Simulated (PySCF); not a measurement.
The electron affinity along the 4p block

Calculated with PySCF 2.14 from differences of total energies of unrestricted determinants, without spin-orbit coupling. Values in eV. The last column holds reference values (measured affinities from photodetachment; the arrow runs from anion to atom). Unmarked ones compare directly (S terms, centres of terms, or small fine structure); those marked * lie between the lowest fine-structure levels and include a spin-orbit shift.

```json
{"element": "Ga (aug-cc-pVDZ-PP with ECP10MDF, ECP)", "configurations": "[Ar] 3d10 4s2 4p2 → [Ar] 3d10 4s2 4p1", "LDA": "0.564", "PBE": "0.470", "PBE0": "0.411", "r2SCAN": "0.495", "CCSD(T) (valence)": "0.268", "CCSDT (valence)": "0.277", "reference": "0.301 *"}
{"element": "Ge (aug-cc-pVDZ-PP with ECP10MDF, ECP)", "configurations": "[Ar] 3d10 4s2 4p3 → [Ar] 3d10 4s2 4p2", "LDA": "1.520", "PBE": "1.395", "PBE0": "1.369", "r2SCAN": "1.484", "CCSD(T) (valence)": "1.238", "CCSDT (valence)": "1.243", "reference": "1.233 *"}
{"element": "As (aug-cc-pVDZ-PP with ECP10MDF, ECP)", "configurations": "[Ar] 3d10 4s2 4p4 → [Ar] 3d10 4s2 4p3", "LDA": "1.011", "PBE": "0.796", "PBE0": "0.708", "r2SCAN": "0.752", "CCSD(T) (valence)": "0.357", "CCSDT (valence)": "0.368", "reference": "0.804 *"}
{"element": "Se (aug-cc-pVDZ-PP with ECP10MDF, ECP)", "configurations": "[Ar] 3d10 4s2 4p5 → [Ar] 3d10 4s2 4p4", "LDA": "2.329", "PBE": "2.087", "PBE0": "2.016", "r2SCAN": "2.063", "CCSD(T) (valence)": "1.735", "CCSDT (valence)": "1.741", "reference": "2.021 *"}
{"element": "Br (aug-cc-pVDZ-PP with ECP10MDF, ECP)", "configurations": "[Kr] → [Ar] 3d10 4s2 4p5", "LDA": "3.744", "PBE": "3.486", "PBE0": "3.450", "r2SCAN": "3.514", "CCSD(T) (valence)": "3.263", "CCSDT (valence)": "3.264", "reference": "3.364 *"}
```

The highest occupied level of the anion is positive for Ga⁻ at LDA, PBE, PBE0, r2SCAN; Ge⁻ at LDA, PBE, PBE0, r2SCAN; As⁻ at LDA, PBE, PBE0, r2SCAN; Se⁻ at LDA, PBE, PBE0, r2SCAN; Br⁻ at PBE, so there the basis helps to hold the electron.

"Valence" correlates the outer s and p shells and, in groups 3 to 12 and the f block, the outer d or f shell, open or full, or the next shell where the ion has no valence electron left; the wider scheme adds the next inner shell.
